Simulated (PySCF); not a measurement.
**Spinor energies of Eu⁵⁶⁺ (europium, charge +56)**

Start: [He] 2s2 2p3; 2p1/2 filled at m_j = -1/2, +1/2; 2p3/2 filled at m_j = +3/2. Calculated with PySCF 2.14 in an uncontracted even-tempered set (17 s from 37 bohr⁻², ratio 2.4; 13 p from 48 bohr⁻², ratio 2.4; 5 d from 160 bohr⁻², ratio 2.6; 4 f from 240 bohr⁻², ratio 2.6): generalised Hartree-Fock with the X2C-1e Hamiltonian and a Gaussian nucleus; one run each with spin-orbit coupling (SO) switched off, then screened by Boettger's factors.

| spinor shell | electrons | ε, spin-free (eV) | ε, screened SO (eV) | weight of nominal j (screened SO) | rms radius, screened SO (bohr) |
| --- | --- | --- | --- | --- | --- |
| 1s1/2 | 2 | -54032.2 | -54001.5 | 1.000 | 0.0253 |
| 2s1/2 | 2 | -12701.4 | -12692.2 | 1.000 | 0.0993 |
| 2p1/2 | 2 | -11999.5 | -12440.8 | 1.000 | 0.0843 |
| 2p3/2 | 1 | -11999.5 | -11750.3 | 1.000 | 0.0899 |

```
   quantity    spin-free  screened SO
E (hartree)  -6513.48945  -6539.68073
        M_J          3/2          3/2
       ⟨J²⟩        3.750        3.750
       ⟨L²⟩        0.000        2.549
       ⟨S²⟩        3.750        1.483
```

Each row is a mean over spinors that exchange with the open shell spreads, by up to 57.372 eV (2s1/2).

Breit and QED terms are absent; they matter most for the inner s and p1/2 levels.

Densities and radii are taken from the X2C orbitals without a picture-change correction, which distorts them close to the nucleus.

Without spin-orbit coupling the j labels of p, d and f shells carry no meaning; the spin-free column gives the mean over the occupied spinors of each nl shell.
